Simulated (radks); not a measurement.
Spherical quantum dot in the effective-mass picture: electrons in a well V = -V0 / (1 + exp((r - R)/a)) with V0 = 4.74, R = 13.1, a = 1.3, all in effective atomic units (hartree* = m*/eps^2 hartree, bohr* = eps/m* bohr), one dielectric constant everywhere. Method: non-relativistic Kohn-Sham, LDA (Slater exchange, Perdew-Wang correlation), spin-polarised, spherical densities; computed with a radial shooting solver with Libxc functionals. Levels are named by radial order and angular momentum (1s, 1p, 1d, 2s, ...), and open shells are averaged over m. Results are scaled to m* = 0.037 and eps = 11.2, for which hartree* = 8.026 meV and bohr* = 16.02 nm.

N = 19, configuration 1s2 1p6 1d10 1f(up 1, down 0). This is the lowest configuration that the search found (a dilute case). Occupied and some empty levels:

level,occupation,eigenvalue (meV),<r> (nm)
1s up,1,-20.537,127.2
1s down,1,-20.513,127.0
1p up,3,-20.392,129.6
1p down,3,-20.367,129.5
1d up,5,-20.124,132.6
1d down,5,-20.098,132.5
1f up,1,-19.747,135.6
1f down,0,-19.720,135.6
1g up,0,-19.273,138.5
1g down,0,-19.246,138.5
2s up,0,-19.054,90.66
2s down,0,-19.045,90.47
2p up,0,-18.649,103.9
2p down,0,-18.637,103.8
2d up,0,-18.122,113.0
2d down,0,-18.108,112.9

Energy (meV): total -540.850, kinetic 15.457, external -696.76, Hartree 163.61, exchange-correlation -23.164.
